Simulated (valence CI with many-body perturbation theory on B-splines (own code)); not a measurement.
**How close is CI+MBPT for N+?**

Computed by configuration interaction combined with many-body perturbation theory (CI+MBPT): four valence electrons over a frozen Dirac-Fock core [He], radial functions for each j: 11 s, 11 p, 9 d, 7 f, 5 g, 2 h, 1 i, with the one-electron correlation potential Σ1 (screened to all orders), the two-electron term Σ2, the three-electron term Σ3, Breit, model QED; selected single and double excitations, second order for the rest, scaled by the run's own slope (own B-spline code, finite nucleus).

Against 39 measured levels this calculation errs by 56 cm⁻¹ on average and by 162 at most. These come from a selection out of the NIST Handbook of Basic Atomic Spectroscopic Data. Levels without a partner in it may be off by more. Among the levels kept, up to 670 cm⁻¹ of a level comes from second order outside the variational space, and about a tenth of that is noise between levels of different J, which matters for small intervals.

Measured levels: NIST Handbook of Basic Atomic Spectroscopic Data (Sansonetti and Martin, J. Phys. Chem. Ref. Data 34, 1559 (2005)). Pairs share parity and J, and are chosen by configuration, term and nearness in energy; levels without a clear partner are left out. Energies in cm⁻¹ above the measured ground level. The last column is blank where CI alone has no clear partner.

| Computed label | Label in the source | Measured | Computed | Difference | CI alone, difference |
| --- | --- | --- | --- | --- | --- |
| 2s2 2p2 3P_0 | 2s2(1S) 2p2 3P | 0 | 0.0 | 0 | 0 |
| 2s2 2p2 3P_1 | 2s2(1S) 2p2 3P | 48.7 | 48.6 | 0 | +5 |
| 2s2 2p2 3P_2 | 2s2(1S) 2p2 3P | 130.8 | 132.2 | +1 | +31 |
| 2s2 2p2 1D_2 | 2s2(1S) 2p2 1D | 15316.2 | 15382.1 | +66 | +47 |
| 2s2 2p2 1S_0 | 2s2(1S) 2p2 1S | 32688.6 | 32809.9 | +121 | -59 |
| 2s 2p3 5S°_2 | 2s(2S) 2p3 5S° | 46784.6 | 46685.0 | -100 | +357 |
| 2s 2p3 3D°_3 | 2s(2S) 2p3 3D° | 92236.5 | 92254.1 | +18 | +600 |
| 2s 2p3 3D°_2 | 2s(2S) 2p3 3D° | 92249.9 | 92270.0 | +20 | +585 |
| 2s 2p3 3D°_1 | 2s(2S) 2p3 3D° | 92251.5 | 92272.5 | +21 | +581 |
| 2s 2p3 3P°_1 | 2s(2S) 2p3 3P° | 109216.4 | 109280.6 | +64 | +546 |
| 2s 2p3 3P°_2 | 2s(2S) 2p3 3P° | 109216.9 | 109280.1 | +63 | +549 |
| 2s 2p3 3P°_0 | 2s(2S) 2p3 3P° | 109223.3 | 109284.1 | +61 | +534 |
| 2s 2p3 1D°_2 | 2s(2S) 2p3 1D° | 144187.9 | 144289.8 | +102 | +1159 |
| 2s2 2p 3s 3P°_0 | 2s2 2p(2P°) 3s 3P° | 148908.6 | 148849.4 | -59 | -560 |
| 2s2 2p 3s 3P°_1 | 2s2 2p(2P°) 3s 3P° | 148940.2 | 148883.7 | -57 | -543 |
| 2s2 2p 3s 3P°_2 | 2s2 2p(2P°) 3s 3P° | 149076.5 | 149018.8 | -58 | -534 |
| 2s2 2p 3s 1P°_1 | 2s2 2p(2P°) 3s 1P° | 149187.8 | 149138.8 | -49 | -376 |
| 2s 2p3 3S°_1 | 2s(2S) 2p3 3S° | 155126.7 | 155251.9 | +125 | +1769 |
| 2s2 2p 3p 1P_1 | 2s2 2p(2P°) 3p 1P | 164610.8 | 164550.4 | -60 | -491 |
| 2s2 2p 3p 3D_1 | 2s2 2p(2P°) 3p 3D | 166521.7 | 166465.1 | -57 | -501 |
| 2s2 2p 3p 3D_2 | 2s2 2p(2P°) 3p 3D | 166582.5 | 166529.3 | -53 | -491 |
| 2s2 2p 3p 3D_3 | 2s2 2p(2P°) 3p 3D | 166678.6 | 166623.5 | -55 | -481 |
| 2s 2p3 1P°_1 | 2s(2S) 2p3 1P° | 166765.7 | 166927.5 | +162 | +1106 |
| 2s2 2p 3p 3S_1 | 2s2 2p(2P°) 3p 3S | 168892.2 | 168834.5 | -58 | -493 |
| 2s2 2p 3p 3P_0 | 2s2 2p(2P°) 3p 3P | 170572.6 | 170498.1 | -75 | -504 |
| 2s2 2p 3p 3P_1 | 2s2 2p(2P°) 3p 3P | 170607.9 | 170539.8 | -68 | -488 |
| 2s2 2p 3p 3P_2 | 2s2 2p(2P°) 3p 3P | 170666.2 | 170599.5 | -67 | -479 |
| 2s2 2p 3p 1D_2 | 2s2 2p(2P°) 3p 1D | 174212.0 | 174174.7 | -37 | -476 |
| 2s2 2p 3p 1S_0 | 2s2 2p(2P°) 3p 1S | 178273.4 | 178263.3 | -10 | -483 |
| 2s2 2p 3d 3F°_2 | 2s2 2p(2P°) 3d 3F° | 186511.6 | 186473.4 | -38 | -577 |
| 2s2 2p 3d 3F°_3 | 2s2 2p(2P°) 3d 3F° | 186571.0 | 186533.9 | -37 | -565 |
| 2s2 2p 3d 3F°_4 | 2s2 2p(2P°) 3d 3F° | 186652.5 | 186607.9 | -45 | -563 |
| 2s2 2p 3d 1D°_2 | 2s2 2p(2P°) 3d 1D° | 187091.4 | 187048.9 | -42 |  |
| 2s2 2p 3d 3D°_1 | 2s2 2p(2P°) 3d 3D° | 187437.6 | 187386.7 | -51 | -557 |
| 2s2 2p 3d 3D°_2 | 2s2 2p(2P°) 3d 3D° | 187461.6 | 187410.9 | -51 |  |
| 2s2 2p 3d 3D°_3 | 2s2 2p(2P°) 3d 3D° | 187491.9 | 187439.8 | -52 | -547 |
| 2s2 2p 3d 3P°_2 | 2s2 2p(2P°) 3d 3P° | 188857.4 | 188808.0 | -49 | -552 |
| 2s2 2p 3d 3P°_1 | 2s2 2p(2P°) 3d 3P° | 188909.2 | 188859.5 | -50 | -546 |
| 2s2 2p 3d 3P°_0 | 2s2 2p(2P°) 3d 3P° | 188937.2 | 188880.4 | -57 | -554 |
| 2s2 2p 3d 1F°_3 | 2s2 2p(2P°) 3d 1F° | 189335.2 | 189297.9 | -37 | -539 |

Over 39 excited levels the mean absolute difference is 56 cm⁻¹, the median 55 and the largest 162. For the 37 levels that pair on every rung the mean is CI alone 536, + Σ1 266, + Σ2 117, + Σ3 50, + Breit 63, + QED 57. The comparison draws on a selection of the measured levels: 40 of the 97 computed ones have a partner in it, and others may be off by more.

Rates against NIST Handbook of Basic Atomic Spectroscopic Data (Sansonetti and Martin, J. Phys. Chem. Ref. Data 34, 1559 (2005)):

| λ vac, measured (nm) | Upper | Lower | A computed (s⁻¹) | A tabulated (s⁻¹) |
| --- | --- | --- | --- | --- |
| 64.46 | 2s 2p3 3S°_1 | 2s2 2p2 3P_0 | 1.19e+09 | 1.21e+09 |
| 64.48 | 2s 2p3 3S°_1 | 2s2 2p2 3P_1 | 3.59e+09 | 3.64e+09 |
| 64.52 | 2s 2p3 3S°_1 | 2s2 2p2 3P_2 | 5.98e+09 | 6.07e+09 |
| 77.60 | 2s 2p3 1D°_2 | 2s2 2p2 1D_2 | 3.12e+09 | 3.08e+09 |
| 91.60 | 2s 2p3 3P°_0 | 2s2 2p2 3P_1 | 1.28e+09 | 1.32e+09 |
